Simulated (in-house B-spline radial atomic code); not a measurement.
Successive ionisation energies of aluminium; each step leads to the configuration of the next row (after the last: [He] 2s2 2p4). Dirac energy differences include first-order Breit, QED and recoil terms. NIST's values go from ground level to ground level; the uncertainty of those that are theory runs from under 0.1 % in few-electron ions to several per cent in heavy many-electron ones. Computed with a B-spline radial code for spherical atoms: Dirac-Hartree-Fock, average of the configuration, finite nuclei.

| ion | configuration | ionisation energy (eV) | tabulated value (eV) | computed minus tabulated (eV) | highest orbital | largest mean radius (bohr) |
| --- | --- | --- | --- | --- | --- | --- |
| Al | [Ne] 3s2 3p1 | 5.49 | 5.985769 | -0.50 | 3p3/2 | 3.4383 |
| Al+ | [Ne] 3s2 | 17.55 | 18.82855 | -1.28 | 3s1/2 | 2.4253 |
| Al2+ | [Ne] 3s1 | 28.08 | 28.44764 | -0.36 | 3s1/2 | 2.2321 |
| Al3+ | [He] 2s2 2p6 | 118.54 | 119.9924 | -1.45 | 2p3/2 | 0.6176 |
| Al4+ | [He] 2s2 2p5 | 154.84 | 153.8252 | 1.01 | 2p3/2 | 0.60013 |

Task: Where is the largest jump?

Result: From Al2+ to Al3+, by a factor of 4.22 (28.083 to 118.54 eV); the highest orbital goes from 3s1/2 to 2p3/2.

Where a p, d or f electron is removed, the computed value is a mean over both j, so it misses the tabulated one by a part of the spin-orbit splitting; averaging over terms and missing correlation add to the gap, relatively most at low charge.
